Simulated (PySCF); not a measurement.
# From a computed spectrum to the compound

A species of 11 atoms with charge 0 has these harmonic modes (PBE0, small Gaussian bases with core potentials, PySCF 2.14.0):

| cm⁻¹ | km/mol | symmetry |
| --- | --- | --- |
| 41 | 2.5 |  |
| 45 | 2.6 |  |
| 49 | 0.1 |  |
| 66 | 13.0 |  |
| 111 | 2.0 |  |
| 112 | 2.0 |  |
| 237 | 1.9 |  |
| 258 | 0.4 |  |
| 307 | 249.0 |  |
| 314 | 251.7 |  |
| 416 | 0.8 |  |
| 420 | 11.7 |  |
| 443 | 473.8 |  |
| 451 | 40.8 |  |
| 452 | 56.1 |  |
| 550 | 241.9 |  |
| 551 | 240.9 |  |
| 567 | 24.3 |  |
| 1166 | 137.2 |  |
| 1637 | 22.0 |  |
| 1637 | 22.1 |  |
| 3500 | 17.8 |  |
| 3624 | 32.6 |  |
| 3625 | 32.4 |  |
| 3985 | 65.9 |  |
| 3991 | 71.2 |  |
| 3991 | 59.4 |  |

Q: Which species is it, and in which structure?

A: La(OH)3(NH3) (singlet):
```xyz
11

La    0.0868   -0.0899    0.0916
O     1.1971    1.5111    1.1249
H     1.7238    2.1261    1.6347
O    -1.5828   -1.0625    1.1568
H    -2.2138   -1.5570    1.6801
O     1.1259   -1.2239   -1.4891
H     1.6460   -1.7579   -2.0890
N    -1.4327    1.4923   -1.5239
H    -2.0409    2.1156   -0.9914
H    -0.8748    2.0884   -2.1367
H    -2.0434    0.9453   -2.1322
```
Ideal gas at 298.15 K and 1 bar: S = 452.0 J/(mol K), Cp = 155.8 J/(mol K), H − H(0 K) = 32.3 kJ/mol (rigid rotor, harmonic modes, spin degeneracy alone; the modes under 60 cm⁻¹ make these uncertain). 
 Other answers can fit too; this one was computed.
